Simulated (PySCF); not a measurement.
# Electron correlation in Co (cobalt, neutral)

[Ar] 3d7 4s2, high-spin 4F determinant. All numbers are calculated (PySCF 2.14, scalar relativity by spin-free X2C-1e, in aug-cc-pVDZ-DK (7s6p4d2f, 59 functions)). Frozen: [Ar]; 9 electrons correlated.

```csv
level,correlation energy (mhartree)
CCSD,-223.54
(T),-6.91
CCSD(T),-230.45
```

Diagnostics: T1 = 0.023, D1 = 0.0648, largest double amplitude 0.061.

Cost of the coupled-cluster step: roughly 5 core-seconds, for 9 correlated electrons.
